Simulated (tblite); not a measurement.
C$_{2}$HF$_{3}$O$_{2}$, triplet, at a GFN2-xTB geometry (a higher spin typed on purpose: for a closed-shell molecule this is an excited state); GFN1-xTB (tblite).

tblite was given this input:
```
$ tblite run mol.xyz --method gfn1 --charge 0 --spin 2 --spin-polarized --json tblite.json --no-restart

# file mol.xyz
8

O      1.65790534    -0.88270612    -0.07220064
C      0.98936800     0.25369855    -0.36291891
O      1.22640711     1.42611907     0.05638304
C     -0.59071777    -0.06640763    -0.02476285
F     -0.78362860    -0.22649549     1.28232619
F     -1.35925859     0.90600159    -0.46203374
F     -0.91655170    -1.18974048    -0.63825805
H      2.06854888    -0.87893974     0.81432182
```

Predict the main parts of the log of this tblite run.


```
xTB calculator
 | screened Coulomb repulsion
 | Coulomb electrostatics
 |  * isotropic Klopman-Ohno-Mataga-Nishimoto electrostatics
 |  * onsite third-order electrostatics
 | DFT-D3(BJ) dispersion correction
 | Interactions (1)
 | [1] spin polarization

halogen bonding energy    0.0000000000000E+00 Eh
repulsion energy          9.0761732752882E-02 Eh
dispersion energy        -2.0198209033353E-03 Eh
interaction energy        0.0000000000000E+00 Eh
number of electrons       4.2000000000000E+01 e
integral cutoff           1.9731147476801E+01 bohr

------------------------------------------------------------
  cycle        total energy    energy error   density error
------------------------------------------------------------
      1     -28.74400875071  -2.8832751E+01   5.5111283E-01
      2     -29.39782683030  -6.5381808E-01   2.7508978E-01
      3     -29.41801093752  -2.0184107E-02   1.4610175E-01
      4     -29.41148052874   6.5304088E-03   1.0009580E-01
      5     -29.43192304836  -2.0442520E-02   1.4075018E-02
      6     -29.43223279362  -3.0974526E-04   3.2730136E-03
      7     -29.43223705339  -4.2597694E-06   1.9339437E-03
      8     -29.43224152341  -4.4700226E-06   8.3956104E-04
      9     -29.43224238983  -8.6641883E-07   1.9544284E-04
     10     -29.43224248899  -9.9156921E-08   5.3436790E-05
     11     -29.43224249437  -5.3863687E-09   2.4448886E-05
     12     -29.43224249592  -1.5521060E-09   3.2492689E-06
------------------------------------------------------------

electronic energy        -2.9520984407774E+01 Eh
total energy             -2.9432242495925E+01 Eh

Post processing:
 | Mayer-Wiberg bond orders

[Info] JSON dump of results written to 'tblite.json'
```
